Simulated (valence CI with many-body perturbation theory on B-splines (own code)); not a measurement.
# E1 line list for Dy LIII

Calculated by configuration interaction combined with many-body perturbation theory (CI+MBPT): four valence electrons over a frozen Dirac-Fock core [Ne], radial functions for each j: 11 s, 11 p, 9 d, 7 f, 5 g, 2 h, 1 i, with the one-electron correlation potential Σ1, the two-electron term Σ2, the three-electron term Σ3, Breit, model QED; selected CI, second order for the rest (own B-spline code, finite nucleus).

No measured spectrum was set against this ion. As an estimate, large intervals hold to a few tenths of a per cent, small ones and those within an open d or f shell to about a per cent.

Lines 101 to 150 of 231 in falling wavelength, among levels below 63.254 Ry, chosen from the strongest by gf and those to the six lowest levels. Wavelengths and rates use the calculated energies. Electric multipoles are in the length gauge, E1 and E2 with the static RPA response of the core. Weak lines are less certain than strong ones. Lines between different terms over intervals too small for the method are left out, as are lines whose strength nearly cancels. The highest levels of a list are the least certain.

Levels are named by their leading jj configuration (3d3/2^4 stands for four electrons in 3d with j = 3/2), which in mixed levels can hold well under half, so a name can repeat and another be missing. Letters in brackets count levels of one name in rising energy.

```tsv
λ vac (nm)	Upper	Lower	A (s⁻¹)	log gf	Branch %
3.912	(3s 3p1/2 3p3/2 3d3/2) J=2 [a]	(3s^2 3p1/2 3d3/2) J=2	2.92e+09	-2.47	1.1
3.802	(3s 3p1/2 3p3/2^2) J=2 [a]	(3s^2 3p1/2 3p3/2) J=2	1.01e+10	-1.96	3.6
3.792	(3s 3p1/2 3p3/2 3d3/2) J=1 [a]	(3s^2 3p1/2 3d3/2) J=2	6.51e+09	-2.38	18.9
3.791	(3s 3p1/2 3p3/2 3d5/2) J=2 [a]	(3s^2 3p1/2 3d5/2) J=2	1.27e+11	-0.87	45.6
3.742	(3s 3p1/2 3p3/2 3d3/2) J=3 [a]	(3s^2 3p1/2 3d3/2) J=2	5.00e+09	-2.13	13.4
3.725	(3s 3p1/2 3p3/2 3d3/2) J=2 [b]	(3s^2 3p1/2 3d3/2) J=2	1.72e+10	-1.75	3.6
3.709	(3s 3p1/2 3p3/2^2) J=2 [a]	(3s^2 3p1/2 3p3/2) J=1	2.67e+11	-0.56	95.9
3.696	(3s 3p1/2 3p3/2 3d5/2) J=3 [a]	(3s^2 3p1/2 3d5/2) J=3	2.76e+10	-1.40	9.7
3.639	(3s 3p1/2 3p3/2^2) J=3	(3s^2 3p1/2 3p3/2) J=2	1.60e+11	-0.65	94.2
3.621	(3s 3p1/2 3p3/2 3d3/2) J=2 [a]	(3s 3p1/2^2 3p3/2) J=1	1.63e+11	-0.79	63.5
3.598	(3s 3p1/2 3p3/2 3d5/2) J=3 [b]	(3s^2 3p1/2 3d5/2) J=3	1.15e+11	-0.81	28.3
3.575	(3s 3p1/2 3p3/2 3d5/2) J=4 [b]	(3s^2 3p1/2 3d5/2) J=3	4.88e+10	-1.07	28.2
3.555	(3s 3p1/2 3p3/2 3d5/2) J=2 [b]	(3s^2 3p1/2 3d5/2) J=3	1.39e+11	-0.88	30.1
3.546	(3s 3p1/2 3p3/2 3d5/2) J=2 [b]	(3s^2 3p1/2 3d5/2) J=2	3.39e+10	-1.50	7.3
3.544	(3s 3p1/2 3p3/2 3d3/2) J=0 [a]	(3s 3p1/2^2 3p3/2) J=1	4.79e+10	-2.05	91.6
3.518	(3s 3p1/2 3p3/2 3d3/2) J=1 [a]	(3s 3p1/2^2 3p3/2) J=1	1.49e+07	-5.08	0.0
3.497	(3s 3p1/2 3p3/2 3d3/2) J=1 [d]	(3s^2 3p1/2 3d3/2) J=1	2.09e+11	-0.94	12.8
3.470	(3s 3p1/2 3p3/2 3d5/2) J=3 [c]	(3s^2 3p1/2 3d5/2) J=3	2.15e+10	-1.56	2.7
3.466	(3s 3p1/2 3p3/2 3d3/2) J=2 [c]	(3s^2 3p1/2 3d3/2) J=2	3.63e+11	-0.49	63.2
3.462	(3s 3p1/2 3p3/2 3d5/2) J=3 [c]	(3s^2 3p1/2 3d5/2) J=2	5.64e+11	-0.15	71.0
3.460	(3s 3p1/2 3p3/2 3d3/2) J=2 [b]	(3s 3p1/2^2 3p3/2) J=1	2.04e+11	-0.74	43.0
3.452	(3s 3p3/2^3) J=2	(3s^2 3p3/2^2) J=2	9.58e+11	-0.07	99.5
3.450	(3s 3p1/2 3p3/2 3d5/2) J=4 [c]	(3s^2 3p1/2 3d5/2) J=3	4.05e+11	-0.19	70.3
3.450	(3s 3p1/2 3p3/2^2) J=0	(3s^2 3p1/2 3p3/2) J=1	2.90e+11	-1.29	100.0
3.438	(3s 3p1/2 3p3/2 3d3/2) J=2 [e]	(3s^2 3p1/2 3d3/2) J=1	7.43e+11	-0.18	38.8
3.437	(3s 3p1/2 3p3/2 3d3/2) J=0 [b]	(3s^2 3p1/2 3d3/2) J=1	4.80e+11	-1.07	33.0
3.421	(3s 3p1/2 3p3/2 3d3/2) J=3 [b]	(3s^2 3p1/2 3d3/2) J=2	2.78e+10	-1.47	2.9
3.418	(3s 3p1/2 3p3/2 3d5/2) J=1 [b]	(3s^2 3p1/2 3d5/2) J=2	1.77e+11	-1.03	41.4
3.414	(3s 3p1/2 3p3/2^2) J=1 [a]	(3s^2 3p1/2 3p3/2) J=2	1.26e+10	-2.18	2.5
3.408	(3s 3p1/2^2 3p3/2) J=1	(3s^2 3p1/2^2) J=0	3.18e+11	-0.78	88.7
3.403	(3s 3p1/2 3p3/2^2) J=2 [b]	(3s^2 3p1/2 3p3/2) J=2	6.24e+11	-0.27	95.6
3.384	(3p1/2^2 3p3/2^2) J=0	(3s 3p1/2^2 3p3/2) J=1	5.43e+11	-1.03	87.6
3.378	(3s 3p1/2 3p3/2 3d3/2) J=1 [b]	(3s^2 3p1/2 3d3/2) J=2	4.12e+10	-1.67	3.6
3.376	(3s 3p1/2 3p3/2 3d3/2) J=2 [a]	(3s 3p1/2^2 3p3/2) J=2	5.29e+10	-1.35	20.6
3.374	(3s 3p1/2 3p3/2 3d3/2) J=2 [d]	(3s^2 3p1/2 3d3/2) J=2	7.29e+10	-1.21	5.3
3.355	(3s 3p3/2^3) J=1	(3s^2 3p3/2^2) J=0	6.36e+11	-0.49	30.6
3.339	(3s 3p1/2 3p3/2^2) J=1 [a]	(3s^2 3p1/2 3p3/2) J=1	4.68e+11	-0.63	93.3
3.335	(3s 3p1/2 3p3/2 3d3/2) J=3 [c]	(3s^2 3p1/2 3d3/2) J=2	8.91e+11	0.02	95.2
3.328	(3s 3p1/2 3p3/2^2) J=2 [b]	(3s^2 3p1/2 3p3/2) J=1	1.12e+10	-2.03	1.7
3.327	(3s 3p1/2 3p3/2 3d5/2) J=1 [a]	(3s^2 3p1/2 3d3/2) J=1	8.82e+10	-1.36	11.8
3.322	(3s 3p1/2 3p3/2 3d5/2) J=1 [c]	(3s^2 3p1/2 3d5/2) J=2	2.26e+11	-0.95	43.6
3.321	(3s 3p1/2 3p3/2 3d3/2) J=1 [c]	(3s^2 3p1/2 3d3/2) J=2	1.06e+12	-0.28	85.7
3.319	(3s 3p1/2 3p3/2^2) J=1 [b]	(3s^2 3p1/2 3p3/2) J=2	9.99e+11	-0.31	71.3
3.318	(3s 3p1/2 3p3/2 3d5/2) J=3 [d]	(3s^2 3p1/2 3d5/2) J=3	4.75e+11	-0.26	53.3
3.312	(3s 3p1/2 3p3/2 3d5/2) J=2 [c]	(3s^2 3p1/2 3d5/2) J=3	1.92e+11	-0.80	17.2
3.310	(3s 3p1/2 3p3/2 3d5/2) J=3 [d]	(3s^2 3p1/2 3d5/2) J=2	7.03e+10	-1.09	7.9
3.304	(3s 3p1/2 3p3/2 3d5/2) J=2 [c]	(3s^2 3p1/2 3d5/2) J=2	8.03e+10	-1.18	7.2
3.286	(3s 3p1/2 3p3/2 3d3/2) J=1 [a]	(3s 3p1/2^2 3p3/2) J=2	1.58e+10	-2.11	45.9
3.281	(3s^2 3d3/2^2) J=2	(3s^2 3p1/2 3d5/2) J=2	1.05e+11	-1.07	4.5
3.249	(3s 3p1/2 3p3/2 3d5/2) J=2 [d]	(3s^2 3p1/2 3d5/2) J=3	7.46e+11	-0.23	49.4
```

**Question.** How does gf follow from A for the line at 3.376 nm?

**Answer.** gf = 1.4992 × (2J+1)_upper × A / σ², with σ = 2962162 cm⁻¹ and 2J+1 = 5: gf = 0.0452.
